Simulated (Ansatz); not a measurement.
Reaction (formal exchange of groups at the Al–F bond): `C=C[CH2][AlH][F]` + CH₄ → `C=C[CH2][AlH][CH3]` + H–F

Calculated with Ansatz (gas phase, PBE0-D4/def2-TZVP geometries, no zero-point term in ΔE). CCSD(T)/CBS adds triple-zeta CCSD(T) − MP2 to the extrapolated MP2 energy (def2 sets, frozen cores). This one scheme is used for every species. Functionals use def2-TZVPP. Each species was taken in one conformer, which may not be the lowest.

`C=C[CH2][AlH][F]`:

Cartesian coordinates in Å:
```
C 0.611 -0.035 -1.295
C -0.281 0.674 -0.555
C -1.246 0.088 0.373
Al 0.500 -0.462 1.162
F 1.326 0.618 2.110
H 0.483 -1.099 -1.476
H 1.408 0.462 -1.830
H -0.100 1.743 -0.455
H -1.918 0.787 0.856
H -1.745 -0.814 0.019
H 0.961 -1.962 1.091
```

CH₄:

```xyz
5

C     0.000    0.000    0.000
H     0.619    0.127    0.888
H     0.639   -0.166   -0.867
H    -0.599    0.897   -0.157
H    -0.658   -0.858    0.136
```

`C=C[CH2][AlH][CH3]`:

```xyz
14

C    -0.621   -0.503   -1.646
C    -1.077    0.422   -0.744
C    -0.369    1.607   -0.340
Al    0.874    0.043    0.148
C     0.670   -0.957    1.814
H    -1.130   -1.450   -1.765
H     0.130   -0.247   -2.387
H    -1.887    0.100   -0.090
H     0.172    2.148   -1.115
H    -0.857    2.241    0.389
H     2.182    0.074   -0.746
H     0.952   -2.006    1.691
H    -0.355   -0.930    2.195
H     1.317   -0.543    2.594
```

H–F:

Z-matrix (Å, degrees):
```
F
H 1 0.920
```

```tsv
species	BLYP-D4 energy (Eh)
`C=C[CH2][AlH][F]`	-460.30195
CH₄	-40.50371
`C=C[CH2][AlH][CH3]`	-400.24916
H–F	-100.48156
```

Work out ΔE.

ΔE = (-400.24916) + (-100.48156) − (-460.30195) − (-40.50371) = 0.07494 Eh = +47.0 kcal/mol. CCSD(T)/CBS gives +45.7 kcal/mol.

What do rigid-rotor, harmonic-oscillator terms from PBE0-D4/def2-TZVP frequencies (298.15 K, 1 bar) make of the CCSD(T)/CBS value? (Best estimate.)

Computed: ΔZPE = -1.4 kcal/mol, ΔH = +44.7 kcal/mol, ΔS = 10 J/(mol·K), ΔG = +44.0 kcal/mol.

Largest T1 diagnostic among the species: 0.012.

The D4 term adds −1.5 kcal/mol with B3LYP and −0.9 kcal/mol with PBE0; it sums over pairs of atoms, weighted by their polarisabilities, and B3LYP, whose exchange is more repulsive, gets the larger term. At CCSD(T), def2-SVP lies +3.7 kcal/mol from the extrapolated value and def2-TZVPP +0.0 kcal/mol. From BLYP to BHLYP (50 % exact exchange), in def2-TZVPP and without D4, ΔE moves by +1.0 kcal/mol.

B3LYP here is the variant with VWN-RPA as its local correlation; programs differ in this.
